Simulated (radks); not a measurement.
Results of a calculation; reference values are marked as such.
Problem. Neutral europium, 63 electrons, occupied as [Xe] 4f7 6s2. Level of theory: Dirac Kohn-Sham, BLYP, spin-unpolarised, spherical densities, finite nucleus; open shells fill j = l - 1/2 first; Fermi nuclear charge, rms radius 5.1115 fm (a radial shooting solver on a logarithmic mesh with Libxc functionals). Some entries of the table are withheld. Estimate them.

| orbital | occ. | eigenvalue (hartree) | r(max) (bohr) | <r> (bohr) |
|---|---|---|---|---|
| 1s1/2 | 2 | -1775.674 | 0.01420 | 0.02232 |
| 2s1/2 | 2 | -291.4355 | 0.08072 | 0.09459 |
| 2p1/2 | 2 | -276.5227 | 0.06106 | 0.07906 |
| 2p3/2 | 4 | -252.6992 | 0.06679 | 0.08579 |
| 3s1/2 | 2 | -64.10272 | 0.2291 | 0.2492 |
| 3p1/2 | 2 | -57.65539 | 0.2162 | 0.2388 |
| 3p3/2 | 4 | -52.80010 | 0.2284 | 0.2517 |
| 3d3/2 | 4 | -41.62947 | 0.1817 | 0.2236 |
| 3d5/2 | 6 | -40.57284 | 0.1852 | 0.2276 |
| 4s1/2 | 2 | -12.70530 | 0.5277 | 0.5661 |
| 4p1/2 | 2 | (1) | 0.5327 | 0.5792 |
| 4p3/2 | 4 | (2) | 0.5587 | 0.6086 |
| 4d3/2 | 4 | (3) | 0.5684 | 0.6484 |
| 4d5/2 | 6 | (4) | 0.5769 | 0.6589 |
| 5s1/2 | 2 | -1.62715 | 1.233 | 1.382 |
| 5p1/2 | 2 | -0.96080 | 1.350 | 1.565 |
| 5p3/2 | 4 | -0.82137 | 1.429 | 1.667 |
| 6s1/2 | 2 | -0.12821 | 3.564 | (5) |
| 4f5/2 | 6 | -0.09726 | (6) | 0.9738 |
| 4f7/2 | 1 | -0.07478 | (7) | 0.9978 |

Solution. 
(1) 4p1/2 eigenvalue (hartree): -10.21495
(2) 4p3/2 eigenvalue (hartree): -9.14267
(3) 4d3/2 eigenvalue (hartree): -5.04152
(4) 4d5/2 eigenvalue (hartree): -4.84925
(5) 6s1/2 <r> (bohr): 4.251
(6) 4f5/2 r(max) (bohr): 0.5899
(7) 4f7/2 r(max) (bohr): 0.5952
